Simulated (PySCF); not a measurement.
3-methylbut-3-enal (C5H8O), SMILES C=C(C)CC=O. Atoms are numbered in the order given.

```xyz
14

C     -1.8956     0.6197     0.7662
C     -0.9632     0.1171    -0.0499
C     -1.0889    -1.2315    -0.7110
C      0.3272     0.8620    -0.3348
C      1.4568     0.2168     0.4451
O      2.3365    -0.4413    -0.0459
H     -1.7804     1.6053     1.2287
H     -2.8116     0.0648     0.9921
H     -0.2219    -1.8700    -0.4729
H     -1.1068    -1.1208    -1.8083
H     -2.0052    -1.7524    -0.3983
H      0.5838     0.8204    -1.4050
H      0.2362     1.9134    -0.0181
H      1.3960     0.3648     1.5552
```

The structure is a stationary point at ωB97X-D3(BJ)/def2-SVP. Other conformers were not sampled.

Computed with PBE/pcSseg-1 run with PySCF.

GIAO shieldings, no solvent; atoms listed in one row are averaged. δ = σ(ref) − σ: ¹³C against TMS (σ = 182.0 ppm); ¹⁷O against H2O (σ = 334.3 ppm); ¹H against TMS (σ = 31.49 ppm), references at their B3LYP-D3(BJ)/def2-TZVP geometries, non-relativistic.

Computed chemical shifts:
```
nucleus         atoms  count  δ (ppm)
-------  ------------  -----  -------
¹³C                C5      1    202.4
¹³C                C2      1    145.5
¹³C                C1      1    124.4
¹³C                C4      1     63.8
¹³C                C3      1     27.4
¹⁷O                O6      1    708.5
¹H                H14      1     9.99
¹H                 H8      1     5.67
¹H                 H7      1     5.53
¹H                H13      1     3.43
¹H                H12      1     3.00
¹H       H9, H10, H11      3     2.01
```
